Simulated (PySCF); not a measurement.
**Working out the ionisation energy of Sc**

Sc [Ar] 3d1 4s2 (2D) → Sc+ [Ar] 3d1 4s1 (3D). Calculation: PySCF 2.14, in def2-TZVP (6s4p4d1f, 45 functions); the non-relativistic Hamiltonian (point nucleus). Frozen: [Ar]. Energies in hartree (1 hartree = 27.21139 eV):

```tsv
part	Sc (lower)	Sc+ (upper)
UHF	-759.724439	-759.527196
MP2 opposite-spin	-0.023515	0.000000
MP2 same-spin	-0.002487	-0.002574
```

Problem. What does Hartree-Fock give?

Solution. (-759.527196) − (-759.724439) = 0.197243 hartree = 5.367 eV.

Problem. What do MP2 and SCS-MP2 (6/5 opposite-spin, 1/3 same-spin) give?

Solution. The opposite-spin parts differ by 0.640 eV and the same-spin parts by -0.002 eV. MP2: 5.367 + (0.640) + (-0.002) = 6.005 eV. SCS-MP2: 5.367 + 1.2 × (0.640) + (-0.002)/3 = 6.134 eV.

Measured between the centres of the two terms (NIST): 6.562 eV, so MP2 (valence) is off by -0.557 eV.

The calculation is non-relativistic.

What remains against the reference includes basis incompleteness, the frozen core and correlation beyond second order.
